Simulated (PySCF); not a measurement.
## What builds the second ionisation energy along the third row

All values are computed (PySCF 2.14, energy differences of UHF-based or UKS calculations, no spin-orbit coupling). Each column adds one step, in eV (sums use unrounded values): valence MP2, valence CCSD, valence triples, then the next inner shell at CCSD(T) (Al 2s 2p, Si 2s 2p, P 2s 2p, S 2s 2p, Cl 2s 2p, Ar 2s 2p). References (NIST) marked * lie between the lowest fine-structure levels; the others compare directly ((s) semi-empirical, (t) theoretical).

```
                                                         element     UHF  + MP2  + CCSD  + (T)  + inner shell     sum     reference
        Al [Ne] 3s2 → [Ne] 3s1 (aug-cc-pwCVTZ, non-relativistic)  17.520  0.769   0.314  0.000          0.150  18.753        18.829
    Si [Ne] 3s2 3p1 → [Ne] 3s2 (aug-cc-pwCVTZ, non-relativistic)  15.830  0.269   0.115  0.031          0.013  16.257        16.322
 P [Ne] 3s2 3p2 → [Ne] 3s2 3p1 (aug-cc-pwCVTZ, non-relativistic)  19.163  0.456   0.037  0.037          0.019  19.712  19.769 (s) *
 S [Ne] 3s2 3p3 → [Ne] 3s2 3p2 (aug-cc-pwCVTZ, non-relativistic)  22.718  0.627  -0.070  0.041          0.020  23.336      23.338 *
Cl [Ne] 3s2 3p4 → [Ne] 3s2 3p3 (aug-cc-pwCVTZ, non-relativistic)  22.589  0.796   0.112  0.033          0.033  23.563        23.771
Ar [Ne] 3s2 3p5 → [Ne] 3s2 3p4 (aug-cc-pwCVTZ, non-relativistic)  26.366  1.013  -0.036  0.040          0.029  27.412      27.630 *
```

What remains against the references is mostly basis incompleteness and, for starred values, spin-orbit coupling.

Question: What share of the correlation contribution for Ar comes from the inner shell?

Answer: The four steps add to 1.046 eV, of which the inner shell gives 0.029 eV, or 3 %.
